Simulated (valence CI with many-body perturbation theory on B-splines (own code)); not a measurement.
**Questions on Zr34+**

Calculated by relativistic CI+MBPT: four valence electrons over a frozen Dirac-Fock core [He], radial functions for each j: 9 s, 9 p, 8 d, 6 f, 3 g, 1 h, with the one-electron correlation potential Σ1 (screened to all orders), the two-electron term Σ2, the three-electron term Σ3, Breit, model QED; selected single and double excitations, second order for the rest, scaled by the run's own slope (own B-spline code, finite nucleus).

The last digits are not significant, and no measured levels were compared; by estimate large intervals hold to a few tenths of a per cent, small ones and those within an open d or f shell to about a per cent. Among the levels kept, up to 910 cm⁻¹ of a level comes from second order outside the variational space, and about a tenth of that is noise between levels of different J, which matters for small intervals.

Levels are named by their leading jj configuration (3d3/2^4 stands for four electrons in 3d with j = 3/2), which in mixed levels can hold well under half, so a name can repeat and another be missing.

Rates and lifetimes use the calculated energies. Strong lines usually hold to 10 to 20 %, long lifetimes can be off by a factor of two.

Question: What is the ground level?

Answer: (2s^2 2p1/2^2) J=0, composition 76 % 2s2 2p2 3P + 23 % 2s2 2p2 1S.

Question: Name the longest-lived excited levels whose lifetime is computed, and their main decay.

Answer: (2s^2 2p1/2 2p3/2) J=2 at 6.89 Ry lives 150 μs, mostly by M1 to (2s^2 2p1/2 2p3/2) J=1; (2s^2 2p1/2 2p3/2) J=1 at 6.03 Ry lives 253 ns, mostly by M1 to (2s^2 2p1/2^2) J=0; (2s^2 2p3/2^2) J=2 at 13.52 Ry lives 126 ns, mostly by M1 to (2s^2 2p1/2 2p3/2) J=1.

Question: What are the static dipole polarisabilities of the lowest levels?

Answer: (2s^2 2p1/2^2) J=0 0.00185; (2s^2 2p1/2 2p3/2) J=1 0.00221 (tensor 0.00012); (2s^2 2p1/2 2p3/2) J=2 0.00208 (tensor 0.00028) bohr³, of which the core gives 3.33e-06.

Question: Where does the other parity begin?

Answer: At (2s 2p1/2^2 2p3/2) J=2, 14.59 Ry.

Question: Among levels below 204.73 Ry, which E1 lines absorb most strongly from the ground level?

Answer: to (2s^2 2p1/2 3d3/2) J=1 at 0.4629 nm, f = 1.40; to (2s 2p1/2^2 3p3/2) J=1 at 0.4524 nm, f = 0.404; to (2s 2p1/2^2 2p3/2) J=1 at 5.055 nm, f = 0.124.
